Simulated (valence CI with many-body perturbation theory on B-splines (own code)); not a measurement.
**Energy levels of Re²⁺**

Level of theory: valence CI with perturbative core correlation (CI+MBPT): five valence electrons over a frozen Dirac-Fock core [Xe] 4f14, radial functions for each j: 7 s, 7 p, 8 d, 6 f, 4 g, 1 h, with the one-electron correlation potential Σ1, the two-electron term Σ2, the three-electron term Σ3, Breit, model QED; selected CI, second order for the rest (own B-spline code, finite nucleus).

Set against measurement, 66 paired levels are off by 1080 cm⁻¹ on average, the worst by 1839. These come from a selection out of Brasseur, Gamrath and Quinet, At. Data Nucl. Data Tables 157, 101636 (2024). Levels without a partner in it may be off by more, other configurations by 1,000 to 8,000 cm⁻¹. Among the levels kept, up to 2800 cm⁻¹ of a level comes from second order outside the variational space, and about a tenth of that is noise between levels of different J, which matters for small intervals. 3 measured levels below the end of the list, from 41405 cm⁻¹ on, found no clear computed partner.

Levels 46 to 90 of 215, with energies above the lowest level, 5d5 6S_5/2. "Leading %" is the weight of the configuration and term that name the level; weights of strongly mixed levels are sums over their largest components and can fall short. Lifetimes count E1, E2, E3, M1 and M2 decay at the calculated energies, and are blank where another channel may lead or the interval is too uncertain; long ones can be off by a factor of two.

| No. | Configuration | Term | J | E (cm⁻¹) | Leading % | Lifetime | Second component | g |
| --- | --- | --- | --- | --- | --- | --- | --- | --- |
| 46 | 5d4 6s | 4G | 5/2 | 41431 | 34 |  | 24 % 5d5 2D | 0.916 |
| 47 | 5d5 | 2F | 5/2 | 41880 | 32 |  | 18 % 5d4 6s 2D | 1.087 |
| 48 | 5d4 6s | 4F | 9/2 | 42180 | 35 |  | 22 % 5d4 6s 4H | 1.195 |
| 49 | 5d4 6s | 4D | 7/2 | 42413 | 37 | 67.9 ms | 27 % 5d4 6s 4G | 1.200 |
| 50 | 5d5 | 2D | 3/2 | 42726 | 68 | 56.5 ms | 16 % 5d4 6s 4F | 0.749 |
| 51 | 5d4 6s | 2G | 9/2 | 42772 | 28 |  | 25 % 5d5 2G | 1.146 |
| 52 | 5d4 6s | 4F | 5/2 | 44040 | 35 |  | 19 % 5d5 2D | 1.105 |
| 53 | 5d4 6s | 4P | 5/2 | 44722 | 38 |  | 21 % 5d5 2D | 1.391 |
| 54 | 5d4 6s | 4F | 7/2 | 45035 | 32 | 38.0 ms | 17 % 5d5 2G | 1.126 |
| 55 | 5d4 6s | 4G | 11/2 | 46478 | 48 | 87.7 ms | 18 % 5d4 6s 2I | 1.155 |
| 56 | 5d4 6s | 2P | 1/2 | 46551 | 43 | 39.5 ms | 40 % 5d4 6s 4D | 0.450 |
| 57 | 5d5 | 2G | 7/2 | 46885 | 23 | 73.5 ms | 20 % 5d4 6s 4G | 0.963 |
| 58 | 5d4 6s | 2H | 9/2 | 47484 | 64 |  | 10 % 5d4 6s 2G | 0.990 |
| 59 | 5d4 6s | 4G | 9/2 | 48295 | 29 |  | 23 % 5d5 2G | 1.159 |
| 60 | 5d4 6s | 4D | 7/2 | 48396 | 64 | 43.5 ms | 8 % 5d5 4D | 1.361 |
| 61 | 5d4 6s | 4D | 3/2 | 48799 | 60 | 39.6 ms | 12 % 5d4 6s 2P | 1.167 |
| 62 | 5d4 6s | 2I | 11/2 | 49052 | 36 | 93.9 ms | 30 % 5d4 6s 4G | 1.089 |
| 63 | 5d4 6s | 4D | 5/2 | 49583 | 31 | 30.2 ms | 20 % 5d4 6s 4P | 1.332 |
| 64 | 5d4 6s | 2P | 3/2 | 51073 | 29 | 31.5 ms | 23 % 5d4 6s 2D | 1.065 |
| 65 | 5d4 6s | 4D | 1/2 | 51254 | 71 | 20.3 ms | 18 % 5d4 6s 2P | 0.258 |
| 66 | 5d4 6s | 2I | 13/2 | 51595 | 85 | 70.2 ms | 12 % 5d4 6s 4H | 1.096 |
| 67 | 5d4 6s | 2F | 5/2 | 52573 | 43 | 26.3 ms | 9 % 5d4 6s 4D | 1.021 |
| 68 | 5d4 6s | 2F | 7/2 | 53203 | 35 |  | 23 % 5d4 6s 2G | 1.060 |
| 69 | 5d4 6s | 2G | 7/2 | 54058 | 51 |  | 24 % 5d5 2G | 0.965 |
| 70 | 5d4 6s | 2H | 11/2 | 54483 | 53 | 51.9 ms | 40 % 5d4 6s 2I | 1.025 |
| 71 | 5d5 | 2P | 3/2 | 55562 | 37 |  | 16 % 5d4 6s 2P | 1.068 |
| 72 | 5d4 6s | 2F | 5/2 | 55898 | 22 | 25.0 ms | 17 % 5d4 6s 4P | 1.126 |
| 73 | 5d4 6s | 2D | 3/2 | 56543 | 31 |  | 22 % 5d4 6s 2P | 0.896 |
| 74 | 5d5 | 2P | 1/2 | 57023 | 69 | 31.4 ms | 11 % 5d4 6s 2S | 0.884 |
| 75 | 5d3 6s2 | 4F | 3/2 | 57224 | 31 |  | 27 % 5d4 6s 2D | 0.805 |
| 76 | 5d4 6s | 2G | 9/2 | 57492 | 56 | 22.6 ms | 33 % 5d5 2G | 1.103 |
| 77 | 5d4 6s | 4P | 5/2 | 58579 | 25 | 24.0 ms | 17 % 5d4 6s 2F | 1.251 |
| 78 | 5d4 6s | 2G | 9/2 | 58925 | 33 | 27.9 ms | 32 % 5d4 6s 4F | 1.168 |
| 79 | 5d5 | 2D | 3/2 | 59257 | 22 | 19.5 ms | 16 % 5d4 6s 2D | 0.801 |
| 80 | 5d4 6s | 2F | 7/2 | 59909 | 60 |  | 14 % 5d4 6s 2G | 1.120 |
| 81 | 5d3 6s2 | 4F | 5/2 | 60542 | 40 |  | 17 % 5d4 6s 4P | 1.149 |
| 82 | 5d4 6s | 4F | 7/2 | 60727 | 39 |  | 21 % 5d4 6s 2G | 1.106 |
| 83 | 5d4 6s | 2S | 1/2 | 61054 | 32 | 18.3 ms | 26 % 5d4 6s 4P | 2.077 |
| 84 | 5d4 6s | 4P | 5/2 | 61360 | 25 |  | 19 % 5d4 6s 2D | 1.212 |
| 85 | 5d4 6s | 2F | 5/2 | 62097 | 23 |  | 18 % 5d4 6s 2D | 1.074 |
| 86 | 5d4 6s | 4P | 3/2 | 62138 | 65 | 15.7 ms | 14 % 5d3 6s2 4P | 1.606 |
| 87 | 5d4 6s | 4F | 9/2 | 63016 | 57 | 15.8 ms | 25 % 5d4 6s 2G | 1.243 |
| 88 | 5d4 6s | 4F | 3/2 | 64223 | 63 | 17.6 ms | 11 % 5d5 2D | 0.574 |
| 89 | 5d3 6s2 | 4F | 7/2 | 64462 | 30 | 20.1 ms | 11 % 5d4 6s 2F | 1.122 |
| 90 | 5d4 6p | 6F° | 1/2 | 65053 | 36 | 3.00 ns | 16 % 5d4 6p 4D° | 0.653 |

Names give the largest LS component (configuration and term), which can be under half, so a name can repeat, a term be missing and a line seem to break the LS rules; names also repeat where a configuration has a term twice.

Where two levels of one J and parity lie close, their mixing, g and order are uncertain.
